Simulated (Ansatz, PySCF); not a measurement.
Input for Ansatz (a first-principles code):
Ansatz 0.2 input:
```yaml
crystal:
  periodic: [false, false, false]
  atoms:
    - {symbol: Ge, position_ang: [-1.23522005, 0.51292370, -0.12591087]}
    - {symbol: Ge, position_ang: [1.23525908, -0.51205515, 0.12902469]}
    - {symbol: H, position_ang: [-1.92530595, -0.60516687, -1.02753875]}
    - {symbol: H, position_ang: [-2.47835897, 1.61253592, -0.42053532]}
    - {symbol: H, position_ang: [-1.94017119, -0.02486483, 1.19983024]}
    - {symbol: H, position_ang: [2.47831690, -1.61347220, 0.41717868]}
    - {symbol: H, position_ang: [1.96734679, 0.62962708, 0.96829304]}
    - {symbol: H, position_ang: [1.89692349, -0.02645262, -1.23686999]}
basis:
  gaussian:
    orbitals: STO-3G
hamiltonian:
  xc: b3lyp
total_charge: -1
magnetization: {spin_polarized: true, initial_magnetization: 1}
accuracy: high
```

Question: Give the equivalent PySCF input.

Answer: This is not unique; one that fits is 
```python
from pyscf import gto, scf, dft

mol = gto.Mole()
mol.atom = '''
    Ge   -1.23522005    0.51292370   -0.12591087
    Ge    1.23525908   -0.51205515    0.12902469
    H    -1.92530595   -0.60516687   -1.02753875
    H    -2.47835897    1.61253592   -0.42053532
    H    -1.94017119   -0.02486483    1.19983024
    H     2.47831690   -1.61347220    0.41717868
    H     1.96734679    0.62962708    0.96829304
    H     1.89692349   -0.02645262   -1.23686999
'''
mol.basis = 'sto-3g'
mol.charge = -1
mol.spin = 1
mol.verbose = 3
mol.build()

mf = dft.UKS(mol)
mf.xc = 'b3lyp'
mf.grids.atom_grid = (99, 590)
mf.grids.prune = None
mf.kernel()
```

Both were run: Ansatz gave -4109.487495 Eh and PySCF -4109.487500 Eh, 0.005 mEh apart.
